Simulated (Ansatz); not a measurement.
Consider the hydrogenolysis of a Ga–N bond: `[NH2][Ga]([NH2])[OH]` + H₂ → `[NH2][GaH][OH]` + NH₃.

Isolated molecules relaxed with PBE0-D4/def2-TZVP in Ansatz; ΔE leaves out vibrations. CCSD(T)/CBS is the MP2 limit (def2-TZVPP, def2-QZVPP) plus CCSD(T) − MP2 in def2-TZVPP, frozen cores. This one scheme is used for every species. DFT in def2-TZVPP. B3LYP here is the variant with VWN-RPA as its local correlation; programs differ in this. HSE06 is defined as in plane-wave codes. For Ga outer-core shells are correlated without core-valence functions, which leaves a few kJ/mol of doubt a bond. Scalar relativity is left out up to krypton. One conformer a species, not always the lowest.

`[NH2][Ga]([NH2])[OH]`:

Z-matrix (Å, degrees):
```
N
Ga 1 1.814
H 1 1.007 2 118.9
H 1 1.006 2 121.1 3 -144.3
N 2 1.821 1 123.6 3 163.8
O 2 1.788 1 115.3 3 -16.1
H 5 1.006 2 120.7 1 161.7
H 5 1.007 2 120.4 1 16.6
H 6 0.958 2 114.4 1 -177.7
```

H₂:

Z-matrix (Å, degrees):
```
H
H 1 0.746
```

`[NH2][GaH][OH]`:

```xyz
7

N     0.473    0.361    1.056
Ga    0.309   -0.132   -0.681
O    -1.323   -0.559   -1.274
H    -0.286    0.413    1.713
H     1.350    0.617    1.475
H     1.493   -0.205   -1.674
H    -2.016   -0.495   -0.614
```

NH₃:

Z-matrix (Å, degrees):
```
N
H 1 1.013
H 1 1.013 2 107.1
H 1 1.013 2 107.1 3 -114.5
```

Q: Is it downhill or uphill in electronic energy at CCSD(T)/CBS, and by how much? (Best estimate.)

A: Computed: Uphill: ΔE = +11.3 kJ/mol.

Q: What do these levels give: revPBE-D4, B3LYP-D4, r2SCAN0-D4, HSE06-D4, ωB97X-V, PBE, CAM-B3LYP, LC-ωPBE, MP2/def2-TZVPP, CCSD/def2-TZVPP, SCS-MP2/def2-QZVPP, MP2/CBS(def2)? (Estimate.)

A: Ansatz gave: revPBE-D4 5.7, B3LYP-D4 4.3, r2SCAN0-D4 5.4, HSE06-D4 2.0, ωB97X-V 4.7, PBE -1.9, CAM-B3LYP -0.3, LC-ωPBE 2.1, MP2/def2-TZVPP 15.9, CCSD/def2-TZVPP 6.1, SCS-MP2/def2-QZVPP 13.0, MP2/CBS(def2) 18.1 kJ/mol.

Q: What do rigid-rotor, harmonic-oscillator terms from PBE0-D4/def2-TZVP frequencies (298.15 K, 1 bar) make of the CCSD(T)/CBS value? (Estimate.)

A: Computed: ΔZPE = +15.4 kJ/mol, ΔH = +23.1 kJ/mol, ΔS = 24 J/(mol·K), ΔG = +16.0 kJ/mol.

Largest T1 diagnostic among the species: 0.014.

At CCSD(T), def2-SVP lies −5.8 kJ/mol from the extrapolated value and def2-TZVPP −2.2 kJ/mol. The D4 term adds +6.7 kJ/mol with B3LYP and +3.6 kJ/mol with PBE0; it sums over pairs of atoms, weighted by their polarisabilities, and B3LYP, whose exchange is more repulsive, gets the larger term. In def2-TZVPP, CCSD(T) changes the Hartree–Fock value by +14.5 kJ/mol (the triples alone add +3.0 kJ/mol) and MP2 by +21.3 kJ/mol.
